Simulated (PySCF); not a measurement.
Isomers of C8H12OSi.

All values: PBE0/pcSseg-1 (PySCF) at GFN2-xTB geometries, gas phase, one conformer each.

Question: Rank by LUMO energy, lowest first.
A. `[CH:1]#[C:2]/[CH:3]=[C:4](/[C:5]([CH3:6])=[O:7])[SiH:8]([CH3:9])[CH3:10]` with C3–C4–C5–C6 -30°, C3–C4–Si8–C9 -97°
B. `[CH2:1]=[CH:2][CH2:3][C:4]1=[CH:5][C@@H:6]([CH:7]=[O:8])[SiH2:9][CH2:10]1` with C1–C2–C3–C4 116°, C2–C3–C4–C5 106°, C5–C6–C7–O8 -153°
C. `[CH3:1][C:2]#[C:3][C@@:4]1([SiH3:5])[CH2:6][C@H:7]1[C:8]([CH3:9])=[O:10]` with C6–C7–C8–C9 -162°
D. `[CH2:1]=[CH:2][CH2:3][CH2:4][C:5]1=[CH:6][C:7](=[O:8])[SiH2:9][CH2:10]1` with C1–C2–C3–C4 -123°, C2–C3–C4–C5 57°, C3–C4–C5–C6 -111°
E. `[CH3:1][O:2][CH2:3][C:4]1=[CH:5][C@@:6]2([SiH3:7])[CH:8]=[CH:9][C@@H:10]12` with C1–O2–C3–C4 -179°, O2–C3–C4–C5 125°

Answer: A (-2.20 eV), D (-1.55 eV), B (-0.69 eV), C (-0.49 eV), E (-0.36 eV).

Question: Rank by the highest Hirshfeld charge on any atom, highest value first.
A. `[CH3:1][C:2]#[C:3][C@@:4]1([SiH3:5])[CH2:6][C@H:7]1[C:8]([CH3:9])=[O:10]` with C6–C7–C8–C9 -162°
B. `[CH3:1][O:2][SiH2:3][c:4]1[cH:5][cH:6][c:7]([CH3:8])[cH:9][cH:10]1` with C1–O2–Si3–C4 179°, O2–Si3–C4–C5 180°
C. `[CH2:1]=[CH:2][CH2:3][C:4]1=[CH:5][C@@H:6]([CH:7]=[O:8])[SiH2:9][CH2:10]1` with C1–C2–C3–C4 116°, C2–C3–C4–C5 106°, C5–C6–C7–O8 -153°
D. `[CH3:1][O:2][CH2:3][C:4]1=[CH:5][C@@:6]2([SiH3:7])[CH:8]=[CH:9][C@@H:10]12` with C1–O2–C3–C4 -179°, O2–C3–C4–C5 125°
E. `[CH2:1]=[CH:2][CH2:3][CH2:4][C:5]1=[CH:6][C:7](=[O:8])[SiH2:9][CH2:10]1` with C1–C2–C3–C4 -123°, C2–C3–C4–C5 57°, C3–C4–C5–C6 -111°

Answer: B (+0.388 e), C (+0.370 e), E (+0.337 e), A (+0.321 e), D (+0.305 e).

Question: Rank by the lowest Hirshfeld charge on any atom, lowest value first.
A. `[CH3:1][C:2]#[C:3][C@@:4]1([SiH3:5])[CH2:6][C@H:7]1[C:8]([CH3:9])=[O:10]` with C6–C7–C8–C9 -162°
B. `[CH2:1]=[CH:2][CH2:3][CH2:4][C:5]1=[CH:6][C:7](=[O:8])[SiH2:9][CH2:10]1` with C1–C2–C3–C4 -123°, C2–C3–C4–C5 57°, C3–C4–C5–C6 -111°
C. `[CH3:1][O:2][CH2:3][C:4]1=[CH:5][C@@:6]2([SiH3:7])[CH:8]=[CH:9][C@@H:10]12` with C1–O2–C3–C4 -179°, O2–C3–C4–C5 125°
D. `[CH:1]#[C:2]/[CH:3]=[C:4](/[C:5]([CH3:6])=[O:7])[SiH:8]([CH3:9])[CH3:10]` with C3–C4–C5–C6 -30°, C3–C4–Si8–C9 -97°

Answer: B (-0.251 e), A (-0.229 e), D (-0.218 e), C (-0.146 e).

All values together:

```csv
SMILES,μ (D),HOMO (eV),LUMO (eV),lowest IAO charge (e),highest IAO charge (e),lowest Hirshfeld charge (e),highest Hirshfeld charge (e)
COCC1=C[C@@]2([SiH3])C=C[C@@H]12,1.76,-6.86,-0.36,-0.390 (O),+0.601 (Si),-0.146 (O),+0.305 (Si)
CO[SiH2]c1ccc(C)cc1,0.25,-6.96,-0.32,-0.638 (O),+1.009 (Si),-0.217 (O),+0.388 (Si)
C=CCC1=C[C@@H](C=O)[SiH2]C1,3.70,-7.03,-0.69,-0.553 (C),+0.769 (Si),-0.246 (O),+0.370 (Si)
C#C/C=C(/C(C)=O)[SiH](C)C,2.36,-7.38,-2.20,-0.718 (C),+0.919 (Si),-0.218 (C),+0.365 (Si)
C=CCCC1=CC(=O)[SiH2]C1,4.32,-6.41,-1.55,-0.555 (C),+0.682 (Si),-0.251 (O),+0.337 (Si)
CC#C[C@@]1([SiH3])C[C@H]1C(C)=O,2.03,-6.81,-0.49,-0.476 (C),+0.631 (Si),-0.229 (O),+0.321 (Si)
```

Conformers: `[CH3:1][O:2][CH2:3][C:4]1=[CH:5][C@@:6]2([SiH3:7])[CH:8]=[CH:9][C@@H:10]12` with C1–O2–C3–C4 -179°, O2–C3–C4–C5 125°; `[CH3:1][O:2][SiH2:3][c:4]1[cH:5][cH:6][c:7]([CH3:8])[cH:9][cH:10]1` with C1–O2–Si3–C4 179°, O2–Si3–C4–C5 180°; `[CH2:1]=[CH:2][CH2:3][C:4]1=[CH:5][C@@H:6]([CH:7]=[O:8])[SiH2:9][CH2:10]1` with C1–C2–C3–C4 116°, C2–C3–C4–C5 106°, C5–C6–C7–O8 -153°; `[CH:1]#[C:2]/[CH:3]=[C:4](/[C:5]([CH3:6])=[O:7])[SiH:8]([CH3:9])[CH3:10]` with C3–C4–C5–C6 -30°, C3–C4–Si8–C9 -97°; `[CH2:1]=[CH:2][CH2:3][CH2:4][C:5]1=[CH:6][C:7](=[O:8])[SiH2:9][CH2:10]1` with C1–C2–C3–C4 -123°, C2–C3–C4–C5 57°, C3–C4–C5–C6 -111°; `[CH3:1][C:2]#[C:3][C@@:4]1([SiH3:5])[CH2:6][C@H:7]1[C:8]([CH3:9])=[O:10]` with C6–C7–C8–C9 -162°.
